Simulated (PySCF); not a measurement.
# Electron correlation in Te (tellurium, neutral)

[Kr] 4d10 5s2 5p4, high-spin 3P determinant. All numbers are calculated (PySCF 2.14, scalar relativity by spin-free X2C-1e, in x2c-QZVPPall (13s9p7d4f1g, 112 functions)). Frozen: [Kr] 4d10; 6 electrons correlated.

| level | correlation energy (mhartree) |
| --- | --- |
| CCSD | -110.32 |
| (T) | -4.04 |
| CCSD(T) | -114.36 |

Diagnostics: T1 = 0.0091, D1 = 0.0263, largest double amplitude 0.046.

Task: Is a single reference adequate?

Result: Yes, within this model without spin-orbit coupling: T1 lies below 0.03 and no double amplitude reaches 0.07.
